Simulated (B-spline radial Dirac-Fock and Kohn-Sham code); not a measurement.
**Auger decay of the M5 hole in Nb²⁺**

System: the Nb²⁺ ion, configuration 1s2 2s2 2p6 3s2 3p6 3d10 4s2 4p6 4d3.

Model: a relativistic independent-particle model: LDA orbitals of the hole state, radiative multipoles to third order, Auger rates from the Coulomb interaction with a continuum orbital, Dirac-Fock energies. Program: a radial B-spline solver. Kinetic energies are configuration averages from the vacuum level; the two-hole energies are estimated from single-hole states.

```csv
transition,kinetic energy (eV),width (meV),share (%)
M5-N1N1,36.64,3.57,3.1
M5-N1N2,67.18,8.93,7.8
M5-N1N3,69.41,22.1,19.4
M5-N2N3,96.20,6.41,5.6
M5-N3N3,98.11,3.21,2.8
M5-N1N4,104.8,2.29,2.0
M5-N1N5,105.0,17.6,15.5
M5-N2N5,132.8,13.8,12.1
M5-N2N4,133.3,0.376,0.3
M5-N3N4,134.9,1.45,1.3
M5-N3N5,135.4,24.1,21.1
M5-N4N5,170.7,4.54,4.0
M5-N5N5,170.9,5.32,4.7
```

The listed channels hold 100 % of the non-radiative rate. Summed by principal shells, of 0.114 eV in all: MNN 100.0 %.

Values without a named source are computed, but for edge energies of neutral atoms, which are taken from tables.
